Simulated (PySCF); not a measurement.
Bonding in `C=C(C)C#CC1=CC[SiH2]1`

Species: C8H10Si.
Numbering: `[CH2:1]=[C:2]([CH3:3])[C:4]#[C:5][C:6]1=[CH:7][CH2:8][SiH2:9]1` (hydrogens: H10, H11 on C1; H12, H13, H14 on C3; H15 on C7; H16, H17 on C8; H18, H19 on Si9)

Cartesian coordinates in Å at the GFN2-xTB level; atoms count from 1:
```xyz
19
C8H10Si angstrom
C     -3.191   -0.197   -1.349
C     -2.530   -0.296   -0.196
C     -3.209   -0.514    1.126
C     -1.121   -0.205   -0.149
C      0.086   -0.151   -0.055
C      1.472   -0.031   -0.011
C      2.372   -0.670    0.761
C      3.712   -0.119    0.360
Si     2.795    1.005   -0.909
H     -4.265   -0.273   -1.387
H     -2.679   -0.044   -2.283
H     -2.999    0.319    1.797
H     -4.285   -0.601    0.996
H     -2.830   -1.421    1.595
H      2.202   -1.429    1.511
H      4.385   -0.878   -0.038
H      4.235    0.373    1.181
H      2.814    2.441   -0.635
H      3.026    0.714   -2.322
```

Bond orders from the PBE0/pcSseg-1 density (PySCF). Geometry: GFN2-xTB; no solvent, vibrations or thermal averaging.

**Question.** Where do the orders between heavy atoms depart from those drawn in the SMILES?

**Answer.** The largest departure is 0.953, at C4–C5 (drawn triple, 2.047). Drawn single, order below 0.88: Si9–C6 (0.872). Drawn double or triple, more than 0.30 short of the drawn order: C4–C5 (2.047).

**Question.** Set the Mayer orders of the bonds beside their lengths.

**Answer.** 
```csv
bond,drawn as,length (Å),Mayer order
C1–C2,double,1.333,1.937
C2–C3,single,1.502,1.070
C2–C4,single,1.413,1.095
C4–C5,triple,1.211,2.047
C5–C6,single,1.392,1.019
C6–C7,double,1.348,1.734
C7–C8,single,1.503,1.016
C8–Si9,single,1.928,0.917
Si9–C6,single,1.906,0.872
C1–H10,single,1.077,0.937
C1–H11,single,1.077,0.949
C3–H12,single,1.090,0.949
C3–H13,single,1.087,0.953
C3–H14,single,1.089,0.950
C7–H15,single,1.080,1.002
C8–H16,single,1.090,0.934
C8–H17,single,1.090,0.934
Si9–H18,single,1.461,0.933
Si9–H19,single,1.461,0.933
```

By pair of heavy elements: C–C: lowest C7–C8 and C5–C6 (1.016, 1.503 Å), highest C4–C5 (2.047, 1.211 Å); in 2 of the 21 pairs the longer bond (by over 0.003 Å) has the higher order (by 0.02 or more). C–Si: lowest Si9–C6 (0.872, 1.906 Å), highest C8–Si9 (0.917, 1.928 Å); in 1 of the 1 pairs the longer bond (by over 0.003 Å) has the higher order (by 0.02 or more). Bonds named together lie within 0.004.

**Question.** Sum the orders of all bonds at each heavy atom with more than one neighbour and set the sums beside the valence in the SMILES.

**Answer.** C1 3.823 (drawn 4), C2 4.102 (drawn 4), C3 3.922 (drawn 4), C4 3.142 (drawn 4), C5 3.066 (drawn 4), C6 3.625 (drawn 4), C7 3.752 (drawn 4), C8 3.801 (drawn 4), Si9 3.655 (drawn 4). Orders between atoms that aren't bonded are not in these sums.

Mayer orders depend on the basis set.
